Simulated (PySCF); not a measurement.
A GIAO shielding run with PySCF (density fitting, non-relativistic, gas phase) on SMILES C=CC1=C(CCO)[SiH2][SiH2]1, C6H12OSi2:

```
$ OMP_NUM_THREADS=1 python probes_run.py task.json out

{"job": {"kind": "nmr", "xc": "PBE0", "basis": "pcSseg-1"}, "charge": 0, "multiplicity": 1}
C      3.220565     1.078249     0.524057
C      1.891385     1.108823     0.489304
C      1.087057    -0.025858     0.116047
C     -0.265520    -0.066965     0.041666
C     -1.233630     1.036496     0.318610
C     -2.522652     0.811694    -0.473721
O     -3.057435    -0.473499    -0.259913
Si    -0.700872    -1.846583    -0.480245
Si     1.632176    -1.792893    -0.370419
H      3.809997     1.934762     0.805924
H      3.759258     0.181134     0.267175
H      1.372918     2.024046     0.757775
H     -0.824514     2.015858     0.058697
H     -1.469777     1.047630     1.391055
H     -2.312893     0.862848    -1.544368
H     -3.266336     1.582566    -0.225441
H     -3.242941    -0.577048     0.679778
H     -1.361082    -2.009005    -1.774898
H     -1.438831    -2.614688     0.532444
H      2.402738    -2.452052     0.695088
H      2.511468    -1.808570    -1.549086
```

Hardware: 1 thread of an Arm Neoverse N1, shared host. The job also computes population analyses, field gradients, ring-centre shieldings.

**Question.** How large is the calculation?

**Answer.** 84 electrons, 227 basis functions and 1221 auxiliary functions.

**Question.** How long does it take, and how much memory does it need?

**Answer.** 90 s of wall time, with 14 SCF cycles and 5 response iterations; peak memory 1 GiB. Times on a shared host scatter by some tens of per cent.
